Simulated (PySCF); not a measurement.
**Mg²⁺ (magnesium, charge +2): UHF calculation**

Configuration: [Ne], closed-shell 1S. All numbers are calculated (PySCF 2.14, no relativity, point nucleus, in aug-cc-pVDZ).

- Total energy: -198.824239 hartree
- One-electron energy: -271.0330 hartree
- Hartree (Coulomb) energy: 87.8763 hartree
- Exchange energy: -15.6676 hartree
- Kinetic energy: 198.69808 hartree
- ⟨S²⟩: 0.0000
- ⟨L²⟩: 0.000
- Sum of ⟨r⟩: 5.736 bohr
- Sum of ⟨r²⟩: 4.737 bohr²
- Density at the nucleus (Gaussians lack the cusp): 1060 bohr⁻³
- Langevin diamagnetic susceptibility: -3.75 ×10⁻⁶ cm³/mol
- Time after the integrals: 0.09 s of wall time on 1 thread of Neoverse-N1 (shared host)

```tsv
shell	electrons	mean orbital energy (eV)	rms radius, mean of both spins (bohr)
1s	2	-1354.7	0.152
2s	2	-122.15	0.755
2p	6	-81.946	0.769
```
